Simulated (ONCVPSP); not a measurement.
An odd input for ONCVPSP 4.0.1 (silicon)

Command:

```bash
oncvpspnr.x < Si.dat > Si.out
```

Input:

```
# ATOM AND REFERENCE CONFIGURATION
# atsym  z   nc   nv     iexc    psfile
  Si 14.00    1    4  -116133      upf
#
#   n    l    f
    1    0    2.00
    2    0    2.00
    2    1    6.00
    3    0    2.00
    3    1    2.00
#
# PSEUDOPOTENTIAL AND OPTIMIZATION
# lmax
    2
#
#   l,   rc,      ep,       ncon, nbas, qcut
    0    1.10    0.00    4    7    9.30
    1    1.00    0.00    4    7   17.00
    2    1.15    0.11    4    8    9.00
#
# LOCAL POTENTIAL
# lloc, lpopt,  rc(5),   dvloc0
    4    5    0.90    3.00
#
# VANDERBILT-KLEINMAN-BYLANDER PROJECTORs
# l, nproj, debl
    0    2    3.00
    1    2    2.50
    2    2    3.40
#
# MODEL CORE CHARGE
# icmod, fcfact, rcfact
    2    0.45    1.05
#
# LOG DERIVATIVE ANALYSIS
# epsh1, epsh2, depsh
   -7.00    5.00    0.00
#
# OUTPUT GRID
# rlmax, drl
    6.00    0.01
#
# TEST CONFIGURATIONS
# ncnf
    4
# nvcnf
#   n    l    f
    4
    2    0    2.00
    2    1    6.00
    3    0    2.00
    3    1    1.00
#
    4
    2    0    2.00
    2    1    6.00
    3    0    2.00
    3    1    0.00
#
    4
    2    0    2.00
    2    1    6.00
    3    0    1.00
    3    1    0.00
#
    4
    2    0    2.00
    2    1    6.00
    3    0    1.00
    3    1    2.00
#
```

This is an input that runs to its end, with one change: depsh set to zero.

Question: How does the run end?

Answer: The program runs through. Ghost flags: none; the largest excitation error among the 4 tests with output is 2.42 meV, as for the unchanged input. (oncvpspnr.x prints a scalar-relativistic banner.)

```
   3   0  1.0000   -1.44332278   -1.44348085   -1.58D-04

    Total energies and differences
      AE_ref= -2.88667127D+02  AE_tst= -2.86552971D+02  dif=  2.11D+00
      PS_ref= -1.00125369D+02  PS_tst= -9.80112518D+01  dif=  2.11D+00
      PSP excitation error=  3.82D-05

Test configuration 4

   n   l     f        eae           eps        diff
   1   0  2.0000  -65.74027870
   2   0  2.0000   -5.49548299   -5.49691752   -1.43D-03
   2   1  6.0000   -3.91466534   -3.91558091   -9.16D-04
   3   0  1.0000   -0.72220374   -0.72227925   -7.55D-05
   3   1  2.0000   -0.45052345   -0.45054715   -2.37D-05

    Total energies and differences
      AE_ref= -2.88667127D+02  AE_tst= -2.88113297D+02  dif=  5.54D-01
      PS_ref= -1.00125369D+02  PS_tst= -9.95715092D+01  dif=  5.54D-01
      PSP excitation error= -3.03D-05
```
